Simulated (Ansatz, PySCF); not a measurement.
Energy landscape of H2B (cation, charge +1), singlet: symmetric bend, bond length relaxed. Scanned: H-B-H angle. Other coordinates (B-H bond length) were minimised at B3LYP/def2-TZVP.

Methods: CCSD(T)/cc-pVQZ = CCSD(T) on RHF/cc-pVQZ, frozen core run with Ansatz (a quantum-chemistry and plane-wave program); CCSD/cc-pVQZ = CCSD on RHF/cc-pVQZ, frozen core run with Ansatz; RMP2/3-21G = PySCF with restricted MP2 (frozen core)/3-21G.

Energies in mEh, each method relative to its own lowest point.

```json
[
 {"a / °": "180", "CCSD(T)/cc-pVQZ": "0.0", "CCSD/cc-pVQZ": "0.0", "RMP2/3-21G": "0.0"},
 {"a / °": "170", "CCSD(T)/cc-pVQZ": "1.2", "CCSD/cc-pVQZ": "1.2", "RMP2/3-21G": "1.2"},
 {"a / °": "159.84", "CCSD(T)/cc-pVQZ": "4.9", "CCSD/cc-pVQZ": "4.9", "RMP2/3-21G": "4.8"},
 {"a / °": "150.47", "CCSD(T)/cc-pVQZ": "10.6", "CCSD/cc-pVQZ": "10.6", "RMP2/3-21G": "10.5"},
 {"a / °": "141.56", "CCSD(T)/cc-pVQZ": "18.1", "CCSD/cc-pVQZ": "18.1", "RMP2/3-21G": "18.2"},
 {"a / °": "128.16", "CCSD(T)/cc-pVQZ": "33.4", "CCSD/cc-pVQZ": "33.5", "RMP2/3-21G": "33.8"},
 {"a / °": "119.56", "CCSD(T)/cc-pVQZ": "46.0", "CCSD/cc-pVQZ": "46.1", "RMP2/3-21G": "46.7"},
 {"a / °": "109.33", "CCSD(T)/cc-pVQZ": "64.0", "CCSD/cc-pVQZ": "64.2", "RMP2/3-21G": "65.2"},
 {"a / °": "99.71", "CCSD(T)/cc-pVQZ": "84.2", "CCSD/cc-pVQZ": "84.5", "RMP2/3-21G": "86.1"},
 {"a / °": "92.31", "CCSD(T)/cc-pVQZ": "102.1", "CCSD/cc-pVQZ": "102.5", "RMP2/3-21G": "104.8"},
 {"a / °": "78.68", "CCSD(T)/cc-pVQZ": "141.1", "CCSD/cc-pVQZ": "141.6", "RMP2/3-21G": "146.4"},
 {"a / °": "70.32", "CCSD(T)/cc-pVQZ": "168.8", "CCSD/cc-pVQZ": "169.6", "RMP2/3-21G": "176.9"}
]
```

The scan ran from 180.0 to 60.0; beyond the range shown the relaxed coordinates jump or full CI changes its symmetry label.
